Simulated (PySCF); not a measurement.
ZnF, SMILES [Zn+][F], charge +1. Atoms are numbered in the order given.

```xyz
2

Zn     0.0000     0.0000    -0.3978
F      0.0000     0.0000     1.3259
```
Charge +1, spin multiplicity 1.

The structure is a stationary point at B3LYP-D3(BJ)/def2-TZVPD. The spin state was assumed, not searched.

Calculation: PySCF 2.14.0 with TDA-PBE/def2-TZVPD.

Vertical excitations; the highest root listed may be one member of a degenerate set.  State labels are in the subgroup C2v.

Give excitation energies, oscillator strengths and character. (An estimate is asked for; the answer gives what the named calculation found.)


```csv
state,symmetry,energy (eV),λ (nm),f,main pairs
S1,B2,2.60,477,0.005,HOMO→LUMO (degenerate set)
S2,B1,2.60,477,0.005,HOMO−1→LUMO (degenerate set)
S3,A1,5.41,229,0.111,HOMO−2→LUMO 81 %
S4,A2,7.72,161,0.000,"HOMO→LUMO+1 50 %, HOMO−1→LUMO+2 50 %"
S5,A2,7.78,159,0.000,"HOMO−1→LUMO+2, HOMO→LUMO+1 (degenerate set)"
S6,A1,7.78,159,0.000,"HOMO→LUMO+2, HOMO−1→LUMO+1 (degenerate set)"
S7,A1,8.25,150,0.000,HOMO−3→LUMO (degenerate set)
S8,A2,8.25,150,0.000,HOMO−4→LUMO (degenerate set)
S9,B2,8.32,149,0.002,HOMO−5→LUMO (degenerate set)
S10,B1,8.32,149,0.002,HOMO−6→LUMO (degenerate set)
T1,B2,2.16,574,0,HOMO→LUMO (degenerate set)
T2,B1,2.16,574,0,HOMO−1→LUMO (degenerate set)
T3,A1,3.29,377,0,HOMO−2→LUMO 100 %
T4,A1,7.44,167,0,"HOMO→LUMO+2 50 %, HOMO−1→LUMO+1 50 %"
```
Triplets are in the Tamm–Dancoff approximation.
